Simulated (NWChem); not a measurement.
Molecule: C5H4FN; SMILES Fc1ccccn1

```xyz
11

F      0.0138    -2.2290     0.0000
C     -0.0049    -0.9034     0.0000
C      1.2144    -0.2238     0.0000
C      1.1589     1.1640     0.0000
C     -0.0866     1.7960     0.0000
C     -1.2259     0.9969     0.0000
N     -1.1833    -0.3360     0.0000
H      2.1542    -0.7778     0.0000
H      2.0817     1.7494     0.0000
H     -0.1719     2.8840     0.0000
H     -2.2236     1.4498     0.0000
```
Atoms are numbered in this order, from 1.

Computed with NWChem. Pople sets run with spherical d functions. All runs use the structure optimised with PBE0/def2-SVP. GIAO values for the isolated, static molecule; σ is the absolute isotropic shielding.

| level | basis functions | σ C3 (ppm) | σ C5 (ppm) | σ N7 (ppm) | σ H8 (ppm) | σ H9 (ppm) | σ H10 (ppm) | σ H11 (ppm) |
|---|---|---|---|---|---|---|---|---|
| B3LYP/6-31G* | 106 | 86.3 | 76.5 | -15.3 | 25.67 | 24.65 | 25.29 | 23.87 |
| B3LYP/6-311G** | 150 | 69.7 | 58.4 | -50.3 | 25.04 | 24.10 | 24.77 | 23.39 |
| B3LYP/def2-SVP | 118 | 83.2 | 72.6 | -26.9 | 24.94 | 24.02 | 24.69 | 23.43 |
| B3LYP/IGLO-II | 178 | 68.0 | 56.5 | -52.4 | 25.08 | 24.21 | 24.88 | 23.62 |
